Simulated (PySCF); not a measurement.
Potential energy curve for CF, doublet.

- UKS-B3LYP = unrestricted B3LYP/6-31G run with PySCF 2.14.0
- UKS-CAM-B3LYP = unrestricted CAM-B3LYP/6-31G (PySCF)
- ROKS-CAM-B3LYP = PySCF with restricted open-shell CAM-B3LYP/6-31G

Magnitude of the dipole moment (D; its direction can reverse along the curve, and a method can change to another solution) and Mulliken charge of the fragment that holds C1:

| R / Å | μ UKS-B3LYP | q UKS-B3LYP | μ UKS-CAM-B3LYP | q UKS-CAM-B3LYP | μ ROKS-CAM-B3LYP | q ROKS-CAM-B3LYP |
|---|---|---|---|---|---|---|
| 0.95 | 2.14 | -0.22 | 2.13 | -0.23 | 2.13 | -0.23 |
| 1.02 | 1.81 | -0.11 | 1.80 | -0.11 | 1.79 | -0.11 |
| 1.08 | 1.52 | -0.02 | 1.50 | -0.02 | 1.50 | -0.02 |
| 1.14 | 1.22 | 0.06 | 1.20 | 0.06 | 1.20 | 0.06 |
| 1.19 | 0.97 | 0.11 | 0.94 | 0.12 | 0.94 | 0.12 |
| 1.22 | 0.82 | 0.14 | 0.79 | 0.15 | 0.78 | 0.15 |
| 1.27 | 0.56 | 0.18 | 0.52 | 0.19 | 0.52 | 0.19 |
| 1.32 | 0.31 | 0.22 | 0.26 | 0.22 | 0.26 | 0.22 |
| 1.33 | 0.25 | 0.22 | 0.21 | 0.23 | 0.20 | 0.23 |
| 1.41 | 0.15 | 0.26 | 0.21 | 0.27 | 0.22 | 0.27 |
| 1.47 | 0.45 | 0.28 | 0.52 | 0.29 | 0.53 | 0.29 |
| 1.56 | 0.87 | 0.30 | 0.96 | 0.31 | 0.97 | 0.31 |
| 1.73 | 1.61 | 0.31 | 1.74 | 0.33 | 1.75 | 0.33 |

The scan ran from 0.95 to 5.11 Å; beyond the distances shown one of the unrestricted levels run for this scan, shown here or not, changes its spin distribution in one step.
